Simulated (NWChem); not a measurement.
System: C4H5Cl; SMILES C=C/C=C/Cl

Here is an NWChem input.

```
start job
memory heap 200 mb stack 900 mb global 1100 mb
geometry units angstroms noautoz
  C      0.348410    -2.973634     0.000000
  C     -0.372962    -1.842740     0.000000
  C      0.209325    -0.508851     0.000000
  C     -0.533863     0.605301     0.000000
  Cl     0.149671     2.210224     0.000000
  H      1.435810    -2.956824     0.000000
  H     -0.124925    -3.950514     0.000000
  H     -1.461152    -1.900998     0.000000
  H      1.294700    -0.431111     0.000000
  H     -1.618406     0.607629     0.000000
end
basis spherical
  * library def2-svp
end
dft
  xc xwpbe 0.80 cpbe96 1.0 hfexch 1.00
  cam 0.2 cam_alpha 0.2 cam_beta 0.8
  iterations 150
end
tddft
  nroots 8
  notriplet
end
task tddft energy
```

Output (shortened):

```
             Northwest Computational Chemistry Package (NWChem) 7.3.0
             --------------------------------------------------------

 CS  symmetry detected

                             Geometry "geometry" -> ""
                             -------------------------

 Output coordinates in angstroms (scale by  1.889725989 to convert to a.u.)

  No.       Tag          Charge          X              Y              Z
 ---- ---------------- ---------- -------------- -------------- --------------
    1 C                    6.0000     0.34550264    -2.98756426     0.00000000
    2 C                    6.0000    -0.37456990    -1.85584241     0.00000000
    3 C                    6.0000     0.20924888    -0.52262313     0.00000000
    4 C                    6.0000    -0.53265887     0.59238179     0.00000000
    5 Cl                  17.0000     0.15271815     2.19651860     0.00000000
    6 H                    1.0000     1.43292123    -2.97200331     0.00000000
    7 H                    1.0000    -0.12895414    -3.96389993     0.00000000
    8 H                    1.0000    -1.46282610    -1.91285044     0.00000000
    9 H                    1.0000     1.29471245    -0.44612989     0.00000000
   10 H                    1.0000    -1.61719848     0.59595554     0.00000000

 Effective nuclear repulsion energy (a.u.)     183.2963608239

      Symmetry information
      --------------------

 Group name             Cs
 Group number              2
 Group order               2
 No. of unique centers    10

  pbe96 is a nonlocal functional; adding pw91lda local functional.

                                 NWChem DFT Module
                                 -----------------

 Summary of "ao basis" -> "ao basis" (spherical)
 ------------------------------------------------------------------------------
       Tag                 Description            Shells   Functions and Types
 ---------------- ------------------------------  ------  ---------------------
 C                          def2-svp                 6       14   3s2p1d
 Cl                         def2-svp                 8       18   4s3p1d
 H                          def2-svp                 3        5   2s1p

      Symmetry analysis of basis
      --------------------------

        a'         73
        a"         26

[...]

                                NWChem TDDFT Module
                                -------------------

            General Information
            -------------------
           No. of orbitals :     198
            Alpha orbitals :      99
             Beta orbitals :      99
        Alpha frozen cores :       0
         Beta frozen cores :       0
     Alpha frozen virtuals :       0
      Beta frozen virtuals :       0
         Spin multiplicity :       1
    Number of AO functions :      99
        Use of symmetry is : off
      Symmetry adaption is : on
         Schwarz screening :  0.10D-07

              XC Information
              --------------
              Hartree-Fock (Exact) Exchange   1.00
              LC-wPBE(h)Exchange Functional   0.80
     Perdew 1991 LDA Correlation Functional   1.00 local
    PerdewBurkeErnz. Correlation Functional   1.00 non-local
           Alpha           :  0.20
           Beta            :  0.80
           Gamma           :  0.20

             TDDFT Information
             -----------------
          Calculation type : TDDFT
         Wavefunction type : Restricted singlets
          No. of electrons :      46
           Alpha electrons :      23
            Beta electrons :      23
              No. of roots :       8
          Max subspacesize :    5600
            Max iterations :     100
               Target root :       1
           Target symmetry : none
      Symmetry restriction : off
                 Algorithm : Optimal
        Davidson threshold :  0.10D-03

    8 smallest eigenvalue differences (eV)
--------------------------------------------------------
  No. Spin  Occ  Vir  Irrep   E(Occ)    E(Vir)   E(Diff)
--------------------------------------------------------
    1    1   23   24 a'       -0.311     0.022     9.071
    2    1   22   24 a"       -0.393     0.022    11.293
    3    1   21   24 a'       -0.403     0.022    11.565
    4    1   23   25 a"       -0.311     0.123    11.829
    5    1   23   26 a'       -0.311     0.131    12.042
    6    1   23   27 a"       -0.311     0.142    12.324
    7    1   20   24 a"       -0.444     0.022    12.678
    8    1   23   28 a"       -0.311     0.160    12.833
--------------------------------------------------------

  Entering Davidson iterations
  Restricted singlet excited states

  Iter   NTrls   NConv    DeltaV     DeltaE      Time
  ----  ------  ------  ---------  ---------  ---------
    1      8       0     0.39E+00   0.10+100        9.2
    2     24       0     0.50E-01   0.32E-01       12.3
    3     40       0     0.14E-01   0.24E-02       12.1
    4     56       0     0.55E-02   0.19E-03       12.1
    5     72       0     0.22E-02   0.53E-04       12.0
    6     88       3     0.92E-03   0.70E-05       12.2
    7     97       6     0.34E-03   0.11E-05        9.7
    8    101       8     0.86E-04   0.74E-07        7.9
  ----  ------  ------  ---------  ---------  ---------
  Convergence criterion met

  Ground state a'       -615.020543708726 a.u.

  ----------------------------------------------------------------------------
  Root   1 singlet a'             0.211339690 a.u.                5.7508 eV
  ----------------------------------------------------------------------------
     Transition Moments    X  0.51244   Y -2.25827   Z -0.00000
     Dipole Oscillator Strength                    0.7555233980
     Electric Quadrupole                           0.0000008144
     Magnetic Dipole                               0.0000004493
     Total Oscillator Strength                     0.7555246617

[...]
```

Level: LRC-wPBEh/def2-SVP, full TDDFT. All runs use the structure optimised with B3LYP/6-31G* (spherical d).
